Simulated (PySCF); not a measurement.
ClH₄NO₂Si. Atoms are numbered in the order given.

```xyz
9

N      1.7907    -0.3043    -0.1573
Si     0.1232    -0.0229    -0.3382
O     -0.2374     1.3786    -1.1319
O     -0.6258    -1.2068    -1.2004
Cl    -0.6168     0.0676     1.5935
H      2.1316    -0.7294     0.6962
H      2.3545    -0.5584    -0.9605
H      0.1231     2.1847    -0.7510
H     -1.4781    -0.9697    -1.5792
```
Charge 0, spin multiplicity 1.

The structure is a stationary point at PBE0-D3(BJ)/def2-SVP. The structure was generated by enumeration, and PubChem lists no compound with its InChIKey, so it may never have been made. The values are those of a single conformer.

Level of theory: SMD-M06-2X/6-31G* run with PySCF.

Solvation free energies are E(SMD) − E(gas) at the gas-phase geometry, for 1 M in both phases. In vacuum the dipole moment is 1.84 D.

```csv
solvent,ΔG(solv) (kcal/mol),its non-electrostatic (CDS) part,dipole (D)
water,-11.6,3.0,2.20
chlorobenzene,?,?,?
2-propanol,-12.4,0.2,2.18
```

**Question.** What belongs in the gaps? (An estimate is asked for; the answer gives what the named calculation found.)

**Answer.** 
- chlorobenzene, ΔG(solv) (kcal/mol): -7.3
- chlorobenzene, its non-electrostatic (CDS) part: -0.9
- chlorobenzene, dipole (D): 2.14
